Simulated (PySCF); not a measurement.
BeH from Hartree–Fock to correlated methods

State: ²Σ⁺ (doublet), unpaired electrons σ ↑. Set-up: Be jorge-DZP-DKH, H jorge-DZP-DKH; spin-free X2C with a Gaussian nucleus (PySCF 2.14). De refers to Be + H in their ground configurations, without counterpoise correction. The functionals are run spin-unrestricted. A positive dipole means Be(−)H(+).

```tsv
Level	Re (Å)	ωe (cm⁻¹)	De (eV)	μ (D)
UHF	1.351	2103	2.13	-0.26
UHF-MP2	1.350	2086	2.17	n/a
UHF-SCS-MP2	1.350	2080	2.15	n/a
UHF-CCSD	1.356	2031	1.94	n/a
UHF-CCSD(T)	1.357	2025	1.95	n/a
PBE	1.370	1962	2.32	-0.17
BLYP	1.361	1980	2.37	-0.19
TPSS	1.366	1988	2.55	-0.14
r²SCAN	1.363	2001	2.53	-0.23
PBE0	1.362	2013	2.35	-0.19
B2PLYP	1.352	2051	2.31	-0.23
```

The bond length runs from 1.350 Å (UHF-MP2) to 1.370 Å (PBE). De spans 1.94 eV (UHF-CCSD, coupled cluster) to 2.55 eV (TPSS, meta-GGA). Correlation at CCSD(T) changes the Hartree–Fock bond energy by -0.18 eV; the triples alone change it by +0.01 eV.

Correlated steps freeze no core orbitals. Correlated levels converge slowly with the basis: in double zeta they bind strong bonds too weakly, by up to about 1 eV, and carry superposition errors of some tenths. B2PLYP dipoles, levels and charges come from its SCF part alone. The state is the lowest determinant that a PBE0 search found; another state may lie lower at other levels.

The whole job (state search and all levels along the bond) took about 0.3 min on 1 thread of Arm Neoverse V2 (shared host), peak memory 0.3 GiB.
